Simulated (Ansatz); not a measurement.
Correlation energies of C₂H₉AlClP (`[CH3][Al-]([CH3])([PH3+])[Cl]`) by basis set

```xyz
14

C    -1.167   -1.307    1.058
Al    0.218    0.019    0.668
C     1.996   -0.451    0.002
P    -0.785    1.285   -1.311
Cl    0.131    1.815    1.863
H    -1.272   -2.044    0.255
H    -0.912   -1.861    1.968
H    -2.146   -0.851    1.229
H     2.558    0.422   -0.342
H     1.952   -1.172   -0.822
H     2.587   -0.915    0.799
H    -1.064    0.741   -2.584
H    -0.066    2.425   -1.720
H    -2.030    1.895   -1.064
```

Total charge 0; spin multiplicity 1. The structure was optimised at the PBE0-D4/def2-TZVP level. It is one conformer, not always the lowest. Frozen core, restricted reference, Ansatz 0.2.0. CBS rows extrapolate triple and quadruple zeta; past MP2 they add the triple-zeta difference.

```tsv
basis	HF (Eh)	MP2 corr.
def2-SVP	-1122.83940	-0.62422
def2-TZVPP	-1123.28840	-0.80332
def2-QZVPP	-1123.32228	-0.86496
```

**Question.** Estimate the CCSD correlation energy and the (T) correction in each basis where they were run (hartree).

**Answer.** 
```tsv
basis	CCSD corr.	(T)
def2-SVP	-0.70104	-0.01769
def2-TZVPP	-0.87888	-0.03410
CBS(def2)	-0.98617	as TZ
```
